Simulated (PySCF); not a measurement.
## Correlation energy of Ne (neon, neutral)

[Ne], closed-shell 1S. Calculation: PySCF 2.14, in aug-cc-pCVTZ-DK (7s6p4d2f, 59 functions); the spin-free X2C one-electron Hamiltonian (Gaussian nucleus). Frozen: 1s2; 8 electrons correlated.

MP2 pair energies summed by pair of shells (mhartree):

```json
{"pair": "2p-2p", "energy": "-197.91", "share (%)": "70.6"}
{"pair": "2s-2p", "energy": "-72.06", "share (%)": "25.7"}
{"pair": "2s-2s", "energy": "-10.16", "share (%)": "3.6"}
```

Total MP2 correlation energy: -280.14 mhartree.

Same-spin part -72.85 and opposite-spin part -207.29 mhartree; SCS-MP2 scales them by 1/3 and 6/5 to -273.03 mhartree.
